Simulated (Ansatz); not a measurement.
Reaction R1 → P1 + P2, each structure at its B3LYP-D3(BJ)/def2-TZVP stationary point, reached from a drawn start (curvature not checked).
R1, Cl4ORe (SMILES [O]=[Re]([Cl])([Cl])([Cl])[Cl]) (charge 0, multiplicity 2, Z-matrix in Å and degrees):
```
Re
O 1 1.6624
Cl 1 2.2915 2 106.11
Cl 1 2.2916 2 106.11 3 180.00
Cl 1 2.2917 2 106.01 4 89.99
Cl 1 2.2918 2 106.00 5 -179.99
```
P1, Cl3ORe (SMILES [O]=[Re]([Cl])([Cl])[Cl]) (charge 0, multiplicity 3):
```xyz
5

Re     0.132     0.130     0.132
O      1.108     1.092     1.108
Cl     1.261    -1.256    -1.252
Cl    -1.239     1.280    -1.250
Cl    -1.262    -1.246     1.261
```
P2: Cl atom, charge 0, multiplicity 2.

P less R. No zero-point or thermal terms; open shells are unrestricted; no spin–orbit coupling. The spin states of the d-block species are the ones drawn and need not be the lowest.

Correlated levels freeze the cores.

The values were computed with Ansatz (Gaussian basis) for Hartree–Fock, density functionals and correlated methods. No computed number here is a measurement. Elements past Kr take the def2 small-core potentials, without spin–orbit coupling.

Total energies in hartree:

```json
[
 {"structure": "R1", "PBE/def2-TZVPP": "-1993.854322", "CCSD(T)/def2-SVP": "-1990.876573"},
 {"structure": "P1", "PBE/def2-TZVPP": "-1533.785980", "CCSD(T)/def2-SVP": "-1531.348283"},
 {"structure": "P2", "PBE/def2-TZVPP": "-459.958430", "CCSD(T)/def2-SVP": "-459.445994"}
]
```

Problem. Work out the reaction energy at each level in eV (1 hartree = 27.21139 eV), and say how far PBE/def2-TZVPP lies from CCSD(T)/def2-SVP.

Solution. 
- PBE/def2-TZVPP: (-1533.785980) + (-459.958430) − (-1993.854322) = 0.109912 hartree = 2.991 eV
- CCSD(T)/def2-SVP: (-1531.348283) + (-459.445994) − (-1990.876573) = 0.082296 hartree = 2.239 eV
PBE/def2-TZVPP less CCSD(T)/def2-SVP: 0.752 eV. CCSD(T)/def2-SVP is the level counted from, the highest shown, and no exact or measured value.

Doubts at one or more of the structures used: a spin-contaminated determinant (CCSD(T)/def2-SVP).

Ansatz is a program for electronic structure.
